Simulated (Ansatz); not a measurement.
Interaction energy ladder

The pair of Br⁻ (SMILES [Br-], atom 1) and C$_{2}$H$_{6}$ (SMILES CC, atoms 2–9), both closed shells, in one local arrangement (a lower one may exist), relaxed at PBE0-D4/def2-TZVPD:

```json
{"atom": "Br1", "x (Å)": "0.7122", "y (Å)": "0.5626", "z (Å)": "-3.3364"}
{"atom": "C2", "x (Å)": "-0.7913", "y (Å)": "-0.1604", "z (Å)": "0.1363"}
{"atom": "C3", "x (Å)": "0.6033", "y (Å)": "0.0164", "z (Å)": "0.7100"}
{"atom": "H4", "x (Å)": "-1.4943", "y (Å)": "0.5626", "z (Å)": "0.5634"}
{"atom": "H5", "x (Å)": "-0.7609", "y (Å)": "-0.0142", "z (Å)": "-0.9478"}
{"atom": "H6", "x (Å)": "-1.1837", "y (Å)": "-1.1624", "z (Å)": "0.3395"}
{"atom": "H7", "x (Å)": "1.2973", "y (Å)": "-0.6957", "z (Å)": "0.2577"}
{"atom": "H8", "x (Å)": "0.6277", "y (Å)": "-0.1206", "z (Å)": "1.7975"}
{"atom": "H9", "x (Å)": "0.9898", "y (Å)": "1.0118", "z (Å)": "0.4797"}
```

Computed with Ansatz 0.2.0 (basis: def2-TZVPPD, with def2-QZVPPD for the basis limit); correlated methods freeze the cores. Filled d shells of the heavier atoms are correlated. The def2 sets are not built for correlating such inner shells, so the correlated values are less sure here. B3LYP uses VWN-RPA correlation. Extrapolation: Hartree–Fock as exp(−7.88 √X), correlation as X^−2.97. Interaction energies count from these two fragments, frozen as in the pair, with the counterpoise correction; negative means bound.

**Question.** What is the interaction energy by CCSD(T) at an estimated basis limit (MP2 extrapolated from triple and quadruple zeta, plus CCSD(T) − MP2 in triple zeta)? (To be estimated.)

**Answer.** Computed: -14.9 kJ/mol. Hartree–Fock alone gives -3.8 kJ/mol at the basis limit. It counts from the two fragments frozen as in the pair.

The same quantity by other methods in triple zeta, and each one's difference from that estimate:
| method | E_int (kJ/mol) | difference |
| --- | --- | --- |
| PBE-D4 | -16.9 | -2.0 |
| revPBE-D4 | -15.9 | -0.9 |
| BLYP-D4 | -14.6 | 0.3 |
| r2SCAN-D4 | -14.6 | 0.4 |
| B97M-V | -15.0 | -0.1 |
| PBE0-D4 | -15.5 | -0.6 |
| B3LYP-D4 | -14.6 | 0.3 |
| HSE06-D4 | -15.6 | -0.7 |
| wB97X-V | -14.2 | 0.7 |
| wB97M-V | -14.6 | 0.4 |
| B2PLYP | -10.5 | 4.5 |
| HF | -3.8 | 11.2 |
| MP2 | -13.6 | 1.3 |
| CCSD | -11.6 | 3.3 |
| CCSD(T) | -13.1 | 1.9 |
Differences are method less estimate.

**Question.** Which atoms make the shortest contact between the fragments?

**Answer.** Br1 and H5, 2.86 Å apart.

Basis-set superposition shift (counterpoise-corrected less uncorrected): CCSD(T) 3.9; MP2 3.8; HF 0.3; PBE0-D4 0.3; wB97M-V 0.3 kJ/mol.

No T1 diagnostic of these runs exceeds 0.008.

For scale, one of the runs: CCSD(T)/def2-TZVPPD, 233 basis functions, launched by `ansatz run in.yaml --threads 4 --pin off --events-out ev --progress --plain --max-ram 9574MiB`. Hardware: 4 CPU threads of an Intel Xeon 6975P-C, shared host. Wall time 36 s; peak host memory 4.6 GiB.
